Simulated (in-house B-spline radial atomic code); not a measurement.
Al²⁺. Computed with a B-spline radial atomic code. Model: non-relativistic spherical atom: semilocal Troullier-Martins pseudo-atom, one channel per l, against all electrons, high spin, G0W0 and RPA with empty states to l = 8, local potential for every l without a channel, a model core (radius 0 = none) keeps its share of the functional.

What the tables leave out is listed at the end.

The pseudopotential gives back the lowest level of each angular momentum of its own functional in the configuration it was made in; a second state of the same l is only approximately right. Exact exchange, RPA and GW see the smooth pseudo-orbitals and miss the exchange with the core, for which the functional's share stands in. The column with an uncorrelated core keeps all orbitals and exact exchange, and so separates missing core correlation from pseudisation. Only the three outermost levels and the lowest empty one were computed. RPA here is direct RPA, with no exchange kernel, and its energies carry an (l + 1/2)⁻⁴ tail. A hybrid on a potential with a model core restores only its own semilocal share of the core's exchange.

Command:
```bash
python run_psgw.py task.json out
```
Settings (lengths in bohr, energies in hartree):
```
Z                      13
electrons              11
configuration          [Ne] 3s1
generated_in           [Ne] 3s1
functional             pbe,pbe
core_shells            1
radius_factor          1.15
core_correction        True
ion_configuration      [He] 2s2 2p6
```

Cost of the run: 19 s on 1 thread of Arm Neoverse V2 (shared host).

Given: made with PBE; model core radius 0.18 bohr; local radius 0.596 bohr; mean-field start PBE.

Valence shells of the generating configuration: 2s, 2p, 3s.

Channel: s 0.57, p 0.743 (radii in bohr).

Computed: largest level miss in the spin-unpolarised generating configuration 0.04 eV; valence RPA correlation energy all-electron orbitals -0.52508 hartree; valence RPA correlation energy pseudo -0.50296 hartree; all-electron RPA polarisability, core included 8.997 bohr³; ionisation by mean-field all-electron 28.822 eV; ionisation by mean-field pseudo minus all 0.052 eV; ionisation by RPA pseudo minus all 0.132 eV.

```csv
level,occupied,mean-field all-electron (eV),mean-field pseudo minus all (eV),G0W0 all-electron (eV),G0W0 uncorrelated core minus all (eV),G0W0 pseudo minus all (eV),exchange self-energy all-electron (eV),exchange self-energy pseudo (eV)
3s up,1,-24.44,-0.04,-29.178,0.003,-0.114,-13.494,-13.267
3s down (empty),0,-22.03,-0.046,-18.831,0.003,-0.09,-2.5054,-2.2345
```

(1) What is the pseudo-atom RPA polarisability?

(2) What is the ionisation by RPA all-electron?

Given: mean-field start PBE0.

Computed: valence RPA correlation energy pseudo -0.48353 hartree; all-electron RPA polarisability, core included 7.7211 bohr³; ionisation by mean-field all-electron 28.684 eV; ionisation by mean-field pseudo minus all 0.056 eV; ionisation by RPA all-electron 28.954 eV; ionisation by RPA pseudo minus all 0.114 eV.

```
          level  occupied  mean-field all-electron (eV)  mean-field pseudo minus all (eV)  G0W0 all-electron (eV)  G0W0 uncorrelated core minus all (eV)  G0W0 pseudo minus all (eV)  exchange self-energy all-electron (eV)  exchange self-energy pseudo (eV)
          3s up         1                       -25.456                            -0.046                 -29.114                                  0.003                      -0.097                                 -13.353                           -13.132
        2p down         1                       -94.802                             0.152                 -104.31                                  0.061                       0.517                                 -60.089                           -57.925
          2p up         ?                             ?                                 ?                       ?                                      ?                           ?                                       ?                                 ?
3s down (empty)         0                       -20.928                            -0.047                 -18.747                                  0.003                      -0.073                                 -2.2576                           -2.0101
```

(3) What belongs in the row 2p up?

(4) What is the pseudo-atom RPA polarisability?

(5) What is the valence RPA correlation energy all-electron orbitals?

Results:

(1) 8.8995 bohr³.

(2) 29.068 eV.

(3) occupied: 1; mean-field all-electron (eV): -95.055; mean-field pseudo minus all (eV): 0.132; G0W0 all-electron (eV): -104.57; G0W0 uncorrelated core minus all (eV): 0.06; G0W0 pseudo minus all (eV): 0.481; exchange self-energy all-electron (eV): -60.326; exchange self-energy pseudo (eV): -58.221.

(4) 7.6406 bohr³.

(5) -0.50461 hartree.

Among the listed levels the largest G0W0 shift of the pseudo-atom is +0.52 eV, for 2p down on the PBE0 start, while leaving the core uncorrelated moves that level by +0.06 eV. So pseudisation and the lost core exchange, not the missing core correlation, make the error. Not in the tables (levels of low weight, unsolved or above zero; the highest and the empty levels are kept at any weight): on PBE the G0W0 levels 2p down (pseudo minus all +0.34 eV, weights 0.62 and 0.58), 2p up (pseudo minus all +0.31 eV, weights 0.62 and 0.58); no Hartree-Fock pseudo-atom is run with a model core.
